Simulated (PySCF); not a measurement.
Gas-phase reaction: 3 ZrCl2(OH)2 → 2 ZrCl3OH + 4 H + ZrO2 + 2 O

Energies from PySCF, thermal terms from the rigid-rotor harmonic-oscillator model, ideal gas at 1 bar. S°(298 K) at PBE0/def2-TZVP differs from the NASA 1993 table for ZrO2 (-6 J/mol/K); whether the harmonic model or the table's entry is off was not settled. † marks an energy on the PBE0/def2-TZVP geometry and frequencies; other levels use their own. CCSD(T) freezes the core. Open shells (unrestricted): H (multiplicity 2), O (multiplicity 3, electronic degeneracy 9); the rest are closed-shell singlets. Spin-orbit splitting is ignored; it lowers the true energy and changes the entropy of O. Zr: scalar-relativistic def2 core potential, no spin-orbit coupling. ZrCl2(OH)2, ZrCl3OH: computed as isolated molecules; such fragments, hydroxides, amides, oligomers or adducts are transient or little studied in the gas. CCSD(T) isn't extrapolated to the basis-set limit; its ΔH°(298 K) is 2364.9 kJ in def2-SVP and 2435.7 kJ in def2-TZVPP. The harmonic model lacks anharmonicity and excited electronic states, which grow with temperature; levels with a mode under 35 cm⁻¹ are left out. Soft modes under 120 cm⁻¹ make the harmonic entropy rough for ZrCl2(OH)2, ZrCl3OH. Warning, large T1 diagnostic: ZrO2 (CCSD(T)/def2-SVP†).

```json
[
 {"level": "CCSD(T)/def2-SVP†", "ΔE electronic, kJ": "2463", "ΔH°(298 K), kJ": "2365", "ΔS°(298 K), J/K": "642", "ΔG°(2000 K), kJ": "1057"},
 {"level": "PBE/def2-TZVP†", "ΔE electronic, kJ": "2520", "ΔH°(298 K), kJ": "2422", "ΔS°(298 K), J/K": "642", "ΔG°(2000 K), kJ": "1114"},
 {"level": "PBE0/def2-QZVP†", "ΔE electronic, kJ": "2528", "ΔH°(298 K), kJ": "2430", "ΔS°(298 K), J/K": "642", "ΔG°(2000 K), kJ": "1122"},
 {"level": "PBE0/def2-TZVP", "ΔE electronic, kJ": "2509", "ΔH°(298 K), kJ": "2411", "ΔS°(298 K), J/K": "642", "ΔG°(2000 K), kJ": "1103"},
 {"level": "ωB97X-V/def2-TZVP†", "ΔE electronic, kJ": "2576", "ΔH°(298 K), kJ": "2478", "ΔS°(298 K), J/K": "642", "ΔG°(2000 K), kJ": "1170"}
]
```
ΔH° is lowest at CCSD(T)/def2-SVP† and highest at ωB97X-V/def2-TZVP†. No reference value is set beside these.
